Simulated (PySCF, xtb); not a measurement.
Si(CF3)(F)(H)2 (CH2F4Si), SMILES F[SiH2]C(F)(F)F.

GFN2-xTB (xtb 6.7.1) at its own geometry gives an orbital gap of 5.55 eV and a dipole moment of 3.85 D.

Geometry: PBE0-D3(BJ)/def2-SVP.

Problem. What does PBE/def2-TZVP (PySCF) give? (Estimate from the structure and the level; the computed values follow.)

Solution. gap 6.64 eV (levels -8.09 and -1.45 eV), dipole 1.70 D.
